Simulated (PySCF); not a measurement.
Gas-phase equilibrium of 1 mol HCl, 42 mol O2 at 2500 K and 10.0 bar, among 14 species (ClO, O2, HCl, O, HO2, H2O, H, HOCl, H2O2, O3, H2, Cl, Cl2, OH). Only gases are allowed; each row takes one source of thermochemistry for all species, and Cantera finds the minimum.

Energies from PySCF, thermal terms from the rigid-rotor harmonic-oscillator model, ideal gas at 1 bar. Table values come from the NASA 1993 polynomials. † marks an energy on the PBE0/def2-TZVP geometry and frequencies. Open shells (unrestricted) among the columns below: O2 (multiplicity 3), O (multiplicity 3, electronic degeneracy 9), Cl (multiplicity 2, electronic degeneracy 6); the rest are closed-shell singlets. Spin-orbit splitting is ignored; it lowers the true energy and changes the entropy of O, Cl. The harmonic model lacks anharmonicity and excited electronic states, which grow with temperature; levels with a mode under 35 cm⁻¹ are left out.

Molecules larger than those listed are left out.

Mole fractions:

| thermochemistry | x O2 | x Cl | x HCl | x H2O | x O |
|---|---|---|---|---|---|
| table | 0.96 | 0.014 | 0.0083 | 0.0059 | 0.0045 |
| M06-2X/def2-TZVP† | 0.96 | 0.014 | 0.0087 | 0.0055 | 0.0042 |
| PBE/def2-TZVP† | 0.97 | 0.0092 | 0.013 | 0.0043 | 0.00049 |
| ωB97M-V/def2-TZVP† | 0.97 | 0.012 | 0.0100 | 0.0049 | 0.0038 |
| ωB97X-V/def2-TZVP† | 0.97 | 0.012 | 0.011 | 0.0047 | 0.0027 |
The most sensitive of these is O: it spans a factor of 10^1.0 over these rows; at this temperature one factor of ten is RT ln 10 = 48 kJ/mol.
